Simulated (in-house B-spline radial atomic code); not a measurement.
## Ionising In IX (In8+) with different functionals

Computed with an all-electron radial atomic-structure program (B-spline basis): four-component Dirac-Coulomb Hamiltonian, Fermi nucleus of rms radius 4.6156 fm, spin-restricted, spherical fractional occupations for the functionals, and exact exchange of hybrids averaged over the configuration. The ionisation energy is the difference of two self-consistent energies, [Kr] 4d5 → [Kr] 4d4, without Breit or QED terms; ε is the level of the shell that loses the electron (mean over j). The electron is taken from both j subshells in proportion to 2j + 1, so the result is a j average, not the step between ground levels.

| method | rung | ΔSCF (eV) | -ε(4d) (eV) |
| --- | --- | --- | --- |
| B97-1 | global hybrid | 155.36 | 146.92 |
| BHandHLYP | global hybrid | ? | ? |
| HSE06 | range-separated hybrid | ? | ? |
| LC-wPBE | range-separated hybrid | 155.42 | 149.97 |

Task: What does BHandHLYP give?

Result: ΔSCF 155.20 eV, and -ε(4d) = 150.26 eV.

Task: What does HSE06 give?

Result: ΔSCF 155.36 eV, and -ε(4d) = 147.00 eV.

Task: Among the functionals, which spreads more, the ΔSCF values or the orbital energies?

Result: The orbital energies: ΔSCF values span about 0.22 eV and the orbital energies 3.34 eV; here energy differences depend much less on the functional than eigenvalues do.

Task: How do they compare with the NIST value?

Result: NIST lists 156 eV ± 2.2 (tabulated theory, ground level to ground level). Errors run from -0.80 to -0.58 eV; all lie within about twice that uncertainty, so the table can't rank the methods.
